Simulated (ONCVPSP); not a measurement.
**Zn, ONCV: configuration errors across variants**

```
Element                 : zinc
Generator               : ONCVPSP 4.0.1
Type                    : optimised norm-conserving Vanderbilt (ONCV)
Functional              : PBEsol
Relativity              : fully relativistic
Frozen core             : [Ne]
Valence charge          : 20
Reference configuration : 3s2 3p6 3d10 4s2
Partial waves           : 3s+4s: rc 1.25 bohr, ncon 3, nbas 6, qcut 8.1 1/bohr, 2 projectors; 3p: rc 1.00 bohr, ncon 4, nbas 7, qcut 15.6 1/bohr, 2 projectors, debl 3.9 Ha; 3d: rc 0.70 bohr, ncon 4, nbas 7, qcut 12.7 1/bohr, 3 projectors, debl 2 Ha
Local potential         : polynomial inside 0.70 bohr (lpopt 5, dvloc0 3 Ha)
Core correction         : polynomial model core, fcfact 0.3
```

Open shells are filled in proportion to 2j + 1.

All-electron excitation energies from the reference (eV): (1) 3s2 3p6 3d10 4s1 9.901; (2) 3s2 3p6 3d10 4s0 28.250; (3) 3s2 3p6 3d9 4s0 68.759; (4) 3s2 3p6 3d10 4s1 4p1 5.126.

A true bound ghost makes a file unfit for plane-wave use even where its test errors are small: the radial tests pick states by their node count and pass the ghost by.

Errors AE − PS in meV (a dash: test not solved or not reliable):

```csv
change,(1),(2),(3),(4),bound ghosts,GHOST(+) flags above zero
base,+0.8,+3.0,+1.1,+0.2,"d5/2, d3/2","d5/2, d3/2"
d: qcut 7.8,+0.7,+2.5,+1.0,+0.2,"d5/2, d3/2","d5/2, d3/2"
d: qcut 9.4,+0.7,+2.6,+1.0,+0.2,"d5/2, d3/2","d5/2, d3/2"
d: qcut 11.1,+0.7,+2.8,+1.1,+0.2,"d5/2, d3/2","d5/2, d3/2"
d: qcut 14.4,+0.8,+3.2,0.0,+0.2,none,"d5/2, d3/2"
d: qcut 15.5,+0.8,+3.2,+0.5,+0.2,none,"d5/2, d3/2"
d: qcut 17.2,+0.8,+3.3,+0.4,+0.3,none,"d5/2, d3/2"
d: qcut 19.2,+0.8,+3.4,0.0,+0.3,none,none
```

Q: Give the same row for: d: qcut 12.4.

A: +0.8, +2.9, +1.1, +0.2; bound ghosts: d5/2, d3/2; GHOST(+) flags above zero: d5/2, d3/2.
